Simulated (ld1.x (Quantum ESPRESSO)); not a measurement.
An all-electron radial function and its pseudo partner (zirconium)

Columns: radius, all-electron u(r) and pseudo u(r) of the 4s shell (level -53.41 eV) of zirconium in the configuration [Ar] 3d10 4s2 4p6 4d2.5 5s1.5 5p0; LDA (PZ), scalar-relativistic, TM scheme, ld1.x (Quantum ESPRESSO) 7.5.

| r (bohr) | all-electron | pseudo |
| --- | --- | --- |
| 0.138 | -0.2970 | -0.0728 |
| 0.275 | 0.4453 | -0.1598 |
| 0.413 | 0.4747 | -0.2789 |
| 0.550 | 0.0040 | -0.4422 |
| 0.688 | -0.4989 | -0.6494 |
| 0.825 | -0.8425 | -0.8589 |
| 0.963 | -1.0134 | -1.0065 |
| 1.100 | -1.0482 | -1.0466 |
| 1.238 | -0.9961 | -0.9961 |
| 1.375 | -0.8976 | -0.8976 |
| 1.513 | -0.7792 | -0.7792 |
| 1.650 | -0.6599 | -0.6599 |
| 1.788 | -0.5476 | -0.5476 |
| 1.925 | -0.4486 | -0.4486 |
| 2.062 | -0.3634 | -0.3634 |
| 2.200 | -0.2914 | -0.2914 |
| 2.338 | -0.2320 | -0.2320 |
| 2.475 | -0.1841 | -0.1841 |
| 2.613 | -0.1451 | -0.1451 |
| 2.750 | -0.1141 | -0.1141 |
| 2.888 | -0.0893 | -0.0893 |
| 3.025 | -0.0699 | -0.0699 |
| 3.162 | -0.0545 | -0.0545 |
| 3.300 | -0.0424 | -0.0424 |
| 3.438 | -0.0329 | -0.0329 |
| 3.575 | -0.0255 | -0.0255 |

Task: How many radial nodes do the two functions have?

Result: The all-electron 4s function has n − l − 1 = 3 (the table is too coarse to show those close to the nucleus); the pseudo-wave has 0, since the states of the same l below it are removed with the core.

Task: At about which radius was the pseudo-wave matched?

Result: 1.30 bohr, where the columns begin to agree (steps of 0.14 bohr).

Task: Is the pseudo-wave norm-conserving?

Result: Yes: the TM scheme keeps the norm inside the radius equal to the all-electron one, which fixes the energy derivative of the logarithmic derivative at the level.
